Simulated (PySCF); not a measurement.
Computed shifts of a molecule CH₃ClF₂Si, KT2/pcSseg-1 (PySCF), GIAO, gas phase, equivalent atoms averaged, in ppm (number of nuclei): ¹³C: 1.6 (1). ²⁹Si: -4.5 (1). ¹⁹F: -149.1 (2). ¹H: 0.85 (3). References: ¹³C against TMS (σ = 185.1 ppm); ²⁹Si against TMS (σ = 361.9 ppm); ¹⁹F against CFCl3 (σ = 127.1 ppm); ³⁵Cl against HCl (σ = 945.4 ppm); ¹H against TMS (σ = 31.47 ppm), references at their B3LYP-D3(BJ)/def2-TZVP geometries, non-relativistic (without spin–orbit terms, shifts of atoms bonded to Cl or Br come out too high). The structure is a stationary point at B3LYP-D3(BJ)/def2-SVP. Other conformers were not sampled.

Q: Pick the molecule that these values belong to.
(A) FC[Si@@H](F)Cl
(B) FC(F)[SiH2]Cl
(C) C[Si](F)(F)Cl

A: C, C[Si](F)(F)Cl
